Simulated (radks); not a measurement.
Values are calculated unless marked as measured or tabulated.
Dipole-allowed excitations along the series with 12 electrons in [Ne] 3s2. Level of theory: non-relativistic Kohn-Sham, exchange-only LDA, spin-unpolarised, spherical densities, point nucleus (a radial shooting solver on a logarithmic mesh with Libxc functionals). Time-dependent linear response with the Hartree and adiabatic exchange-only LDA kernel, continuum included through the Sternheimer equations. Lines are the poles of the dipole polarisability below minus the highest occupied eigenvalue, found on a grid refined at the orbital gaps; the lowest seven at most are given, and weak or close lines can be missed. The first line takes the name of the lowest orbital gap if no other gap lies below it; otherwise a line is named after a gap within 0.6 % of it, if that gap stands alone.

[
 {"species": "Ni16+", "-e(HOMO) (eV)": "546.91", "lowest orbital gap (eV)": "3s-3p 36.735", "first line (eV)": "46.406 (3s-3p)", "f": "0.658", "strongest line (eV)": "the first", "its f": "0.658", "static alpha (bohr^3)": "0.2368"},
 {"species": "Cu17+", "-e(HOMO) (eV)": "606.92", "lowest orbital gap (eV)": "3s-3p 38.759", "first line (eV)": "48.907 (3s-3p)", "f": "0.632", "strongest line (eV)": "the first", "its f": "0.632", "static alpha (bohr^3)": "0.2044"},
 {"species": "Zn18+", "-e(HOMO) (eV)": "669.97", "lowest orbital gap (eV)": "3s-3p 40.782", "first line (eV)": "51.405 (3s-3p)", "f": "0.607", "strongest line (eV)": "the first", "its f": "0.607", "static alpha (bohr^3)": "0.1778"},
 {"species": "Ga19+", "-e(HOMO) (eV)": "736.04", "lowest orbital gap (eV)": "3s-3p 42.803", "first line (eV)": "53.901 (3s-3p)", "f": "0.585", "strongest line (eV)": "the first", "its f": "0.585", "static alpha (bohr^3)": "0.1556"},
 {"species": "Ge20+", "-e(HOMO) (eV)": "805.15", "lowest orbital gap (eV)": "3s-3p 44.824", "first line (eV)": "56.395 (3s-3p)", "f": "0.564", "strongest line (eV)": "the first", "its f": "0.564", "static alpha (bohr^3)": "0.1369"},
 {"species": "As21+", "-e(HOMO) (eV)": "877.29", "lowest orbital gap (eV)": "3s-3p 46.843", "first line (eV)": "58.886 (3s-3p)", "f": "0.545", "strongest line (eV)": "439.42 (3s-4p)", "its f": "0.568", "static alpha (bohr^3)": "0.1211"}
]
